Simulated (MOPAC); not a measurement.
Job for MOPAC: PM3 on BH3OS (SMILES OBS), a point of a torsion scan.

```
PM3 1SCF PRECISE CHARGE=0 THREADS=1
BH3OS

O     -1.15383730 1    -0.65943592 1     0.05778859 1
B     -0.13374584 1     0.19087787 1     0.12515881 1
S      1.44755474 1    -0.47809564 1     0.69319982 1
H     -2.01309683 1    -0.34038652 1    -0.21431754 1
H     -0.18347303 1     1.31359524 1    -0.22920473 1
H      2.22291040 1     0.35790595 1     0.01450442 1
```

Output:

```
*******************************************************************************
 **                                                                           **
 **                              MOPAC v23.2.5                                **
 **                                                                           **
 *******************************************************************************
 ** MOPAC's Digital Object Identifier: https://doi.org/10.5281/zenodo.6511958 **
 **                                                                           **
 ** Please cite the open-source release paper for use of this MOPAC version:  **
 ** J. E. Moussa and J. J. P. Stewart (2026)                                  **
 ** MOPAC: An open-source semiempirical molecular orbital program             **
 ** J. Open Source Softw., 11(119), 8025, https://doi.org/10.21105/joss.08025 **
 *******************************************************************************

                              PM3 CALCULATION RESULTS

 *******************************************************************************
 *  PM3        - The PM3 Hamiltonian to be used
 *
 *
 *
 *                 CHARGE ON SYSTEM = 0
 *
 *
 *
 *  PRECISE    - TIGHTER CRITERIA TO BE USED
 *  1SCF       - DO 1 SCF AND THEN STOP
 *  THREADS=1  - MULTI-THREADING NOT USED
 *  T=         - A TIME OF 172800.0 SECONDS REQUESTED
 *  DUMP=N     - RESTART FILE WRITTEN EVERY 7200.0 SECONDS REQUESTED
 *******************************************************************************
PM3 1SCF PRECISE CHARGE=0 THREADS=1
 BH3OS

   ATOM   CHEMICAL          X               Y               Z
  NUMBER   SYMBOL      (ANGSTROMS)     (ANGSTROMS)     (ANGSTROMS)

     1       O         -1.15383730  *  -0.65943592  *   0.05778859  *
     2       B         -0.13374584  *   0.19087787  *   0.12515881  *
     3       S          1.44755474  *  -0.47809564  *   0.69319982  *
     4       H         -2.01309683  *  -0.34038652  *  -0.21431754  *
     5       H         -0.18347303  *   1.31359524  *  -0.22920473  *
     6       H          2.22291040  *   0.35790595  *   0.01450442  *



          CARTESIAN COORDINATES

    NO.       ATOM           X           Y           Z

     1         O         -1.1538     -0.6594      0.0578
     2         B         -0.1337      0.1909      0.1252
     3         S          1.4476     -0.4781      0.6932
     4         H         -2.0131     -0.3404     -0.2143
     5         H         -0.1835      1.3136     -0.2292
     6         H          2.2229      0.3579      0.0145

  H: (PM3): J. J. P. STEWART, J. COMP. CHEM. 10, 209 (1989).
  B: (PM3): J. J. P. STEWART, J. MOL. MOD., 10, 155-164 (2004)
  O: (PM3): J. J. P. STEWART, J. COMP. CHEM. 10, 209 (1989).
  S: (PM3): J. J. P. STEWART, J. COMP. CHEM. 10, 209 (1989).

           Empirical Formula: H3 O B S  =     6 atoms



      MOLECULAR POINT GROUP   :   C1


      RHF CALCULATION, NO. OF DOUBLY OCCUPIED LEVELS = 9


 -------------------------------------------------------------------------------
 PM3 1SCF PRECISE CHARGE=0 THREADS=1
 BH3OS



     1SCF WAS SPECIFIED, SO BFGS WAS NOT USED
     SCF FIELD WAS ACHIEVED


                              PM3 CALCULATION
                                                       MOPAC v23.2.5 Linux




          FINAL HEAT OF FORMATION =        -80.16711 KCAL/MOL =    -335.41919 KJ/MOL


          COSMO AREA              =         92.27 SQUARE ANGSTROMS
          COSMO VOLUME            =         75.46 CUBIC ANGSTROMS

          IONIZATION POTENTIAL    =          9.750370 EV
          HOMO LUMO ENERGIES (EV) =         -9.750  0.260
          NO. OF FILLED LEVELS    =          9
          MOLECULAR WEIGHT        =         61.8931         POINT GROUP:  C1

          MOLECULAR DIMENSIONS (Angstroms)

            Atom       Atom       Distance
            H     6    H     4     4.29927
            H     5    S     3     2.20402
            H     4    S     3     0.39963


          SCF CALCULATIONS        =          1





   ATOM   CHEMICAL          X               Y               Z
  NUMBER   SYMBOL      (ANGSTROMS)     (ANGSTROMS)     (ANGSTROMS)

     1       O         -1.15383730  *  -0.65943592  *   0.05778859  *
     2       B         -0.13374584  *   0.19087787  *   0.12515881  *
     3       S          1.44755474  *  -0.47809564  *   0.69319982  *
     4       H         -2.01309683  *  -0.34038652  *  -0.21431754  *
     5       H         -0.18347303  *   1.31359524  *  -0.22920473  *
     6       H          2.22291040  *   0.35790595  *   0.01450442  *

                             CARTESIAN COORDINATES

   1    O       -1.153837300    -0.659435920     0.057788590
   2    B       -0.133745840     0.190877870     0.125158810
   3    S        1.447554740    -0.478095640     0.693199820
   4    H       -2.013096830    -0.340386520    -0.214317540
   5    H       -0.183473030     1.313595240    -0.229204730
   6    H        2.222910400     0.357905950     0.014504420


           Empirical Formula: H3 O B S  =     6 atoms



      MOLECULAR POINT GROUP   :   C1


                  EIGENVALUES
 -39.12056 -28.28348 -20.42481 -19.10498 -15.32740 -14.66643 -13.58241 -10.80993
  -9.75037   0.25978   0.76025   1.48643   3.37597   3.80005   5.26239


              NET ATOMIC CHARGES AND DIPOLE CONTRIBUTIONS

  ATOM NO.   TYPE          CHARGE      No. of ELECS.   s-Pop       p-Pop
    1          O          -0.119734        6.1197     1.68473     4.43501
    2          B          -0.256894        3.2569     1.02270     2.23419
    3          S           0.106914        5.8931     1.86020     4.03289
    4          H           0.204816        0.7952     0.79518
    5          H           0.034259        0.9657     0.96574
    6          H           0.030639        0.9694     0.96936
 DIPOLE           X         Y         Z       TOTAL
 POINT-CHG.    -0.112    -0.168    -0.078     0.216
 HYBRID        -1.036     1.456    -1.123     2.111
 SUM           -1.148     1.288    -1.202     2.102


          ATOMIC ORBITAL ELECTRON POPULATIONS

     Atom    s        px        py        pz
    1  O   1.68473   1.22845   1.57944   1.62712
    2  B   1.02270   0.81555   0.84720   0.57144
    3  S   1.86020   1.05255   1.43937   1.54097
    4  H   0.79518
    5  H   0.96574
    6  H   0.96936

 **********************
 *                    *
 * JOB ENDED NORMALLY *
 *                    *
 **********************




 == MOPAC DONE ==
```

The run finished.

Cost: about 0.04 core-seconds (a rough figure).
